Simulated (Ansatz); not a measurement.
Consider the formal exchange of groups at a B–C bond: `CB1CC1` + `CC` → `CCB1CC1` + CH₄.

Gas-phase electronic energies from Ansatz, PBE0-D4/def2-TZVP geometries. CCSD(T)/CBS adds triple-zeta CCSD(T) − MP2 to the extrapolated MP2 energy (def2 sets, frozen cores). This one scheme is used for every species. DFT in def2-TZVPP. B3LYP here is the variant with VWN-RPA as its local correlation; programs differ in this. Each species was taken in one conformer, which may not be the lowest.

```tsv
level	ΔE (kJ/mol)
r2SCAN-D4	5.5
PBE0-D4	5.6
B3LYP-D4	4.8
ωB97M-V	5.4
r2SCAN	6.5
B3LYP	8.8
MP2/def2-TZVPP	2.4
SCS-MP2/def2-TZVPP	3.6
```

Q: What does CCSD(T)/CBS give? (Estimate.)

A: Computed: +3.7 kJ/mol. The listed levels differ from it by 1.8, 1.9, 1.1, 1.7, 2.8, 5.1, -1.3, -0.1 kJ/mol.

Largest T1 diagnostic among the species: 0.010.

In def2-TZVPP, CCSD(T) changes the Hartree–Fock value by −6.0 kJ/mol (the triples alone add −1.2 kJ/mol) and MP2 by −7.2 kJ/mol. The D4 term adds −4.0 kJ/mol with B3LYP and −2.4 kJ/mol with PBE0; it sums over pairs of atoms, weighted by their polarisabilities, and B3LYP, whose exchange is more repulsive, gets the larger term.
